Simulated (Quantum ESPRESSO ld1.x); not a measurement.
The numbers below are computed, except where a source is named.
Q: The mean radii <r> (bohr) of the occupied orbitals of an atom or ion are listed with their occupations. Code: ld1.x of Quantum ESPRESSO 7.5. Model: scalar-relativistic Kohn-Sham, LDA (Slater exchange, VWN5 correlation), spin-polarised, spherical densities, point nucleus.

orbital  occ.      <r>
1s up       1  0.01774
1s down     1  0.01774
2s up       1  0.07493
2s down     1  0.07493
2p up       3  0.06730
2p down     3  0.06730
3s up       1   0.1940
3s down     1   0.1940
3p up       3   0.1947
3p down     3   0.1947
3d up       5   0.1763
3d down     5   0.1763
4s up       1   0.4321
4s down     1   0.4320
4p up       3   0.4597
4p down     3   0.4597
4d up       5   0.4894
4d down     5   0.4891
5s up       1    1.007
5s down     1    1.002
4f up       7   0.5579
5p up       3    1.172
4f down     7   0.5552
5p down     3    1.164
5d up       5    1.747
6s up       1    2.719
5d down     1    1.771

Name the element and its charge. Open shells, if any, are filled with parallel spins first.

A: Z = 76, osmium, charge +1: Os+ in [Xe] 4f14 5d6 6s1. The 1s radius gives Z: for a bare nucleus <r> = (2 gamma + 1)/(2Z) with gamma = sqrt(1 - (Z/c)^2), 0.01753 bohr for Z = 76, and screening makes it slightly larger (0.01774 here). The occupations add up to 75, and the charge is Z minus that.
